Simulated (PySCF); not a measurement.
## MBe for M along the third period

PBE with double-zeta basis sets in PySCF, for the lowest determinant that a PBE0 search found; no spin–orbit coupling. De refers to high-spin ground-configuration atoms. A positive dipole means M(−)Be(+).

```json
{"M": "Na", "basis": "aug-cc-pVDZ", "state (unpaired electrons)": "doublet (σ ↑)", "Re (Å)": "2.870", "ωe (cm⁻¹)": "218", "De (eV)": "0.44", "μ (D)": "-2.52"}
{"M": "Mg", "basis": "def2-SVPD", "state (unpaired electrons)": "singlet (closed shell)", "Re (Å)": "2.962", "ωe (cm⁻¹)": "200", "De (eV)": "0.27", "μ (D)": "-0.79"}
{"M": "Al", "basis": "6-31G(d,p)", "state (unpaired electrons)": "doublet (π ↑)", "Re (Å)": "2.418", "ωe (cm⁻¹)": "404", "De (eV)": "0.95", "μ (D)": "0.51"}
{"M": "Si", "basis": "aug-cc-pVDZ/aug-cc-pV(D+d)Z", "state (unpaired electrons)": "triplet (π ↑↑)", "Re (Å)": "2.124", "ωe (cm⁻¹)": "585", "De (eV)": "1.83", "μ (D)": "1.75"}
{"M": "P", "basis": "pcseg-1", "state (unpaired electrons)": "quartet (σ ↑, π ↑↑)", "Re (Å)": "2.093", "ωe (cm⁻¹)": "590", "De (eV)": "1.55", "μ (D)": "0.46"}
{"M": "S", "basis": "def2-SVP", "state (unpaired electrons)": "singlet (closed shell)", "Re (Å)": "1.770", "ωe (cm⁻¹)": "968", "De (eV)": "3.71", "μ (D)": "4.57"}
{"M": "Cl", "basis": "def2-SVP", "state (unpaired electrons)": "doublet (σ ↑)", "Re (Å)": "1.844", "ωe (cm⁻¹)": "797", "De (eV)": "4.26", "μ (D)": "0.67"}
```

The shortest bond is that of BeS (1.770 Å), the longest that of MgBe (2.962 Å). BeCl is bound most strongly (4.26 eV) and MgBe least (0.27 eV).

The rows differ in basis set, which adds steps of its own.

The state changes along the series, so neighbouring rows are not always alike in their bonding.

Closed-shell solutions of metal pairs were not tested for spin polarisation, which can lower them a little. Weak bonds: MgBe, NaBe. Basis-set superposition, not corrected here, can be much of De in a small basis, most of all at correlated wavefunction levels. Functionals without a dispersion term scatter widely for such bonds, and LDA overbinds them. States were picked by a PBE0 search and need not be the measured ground states.
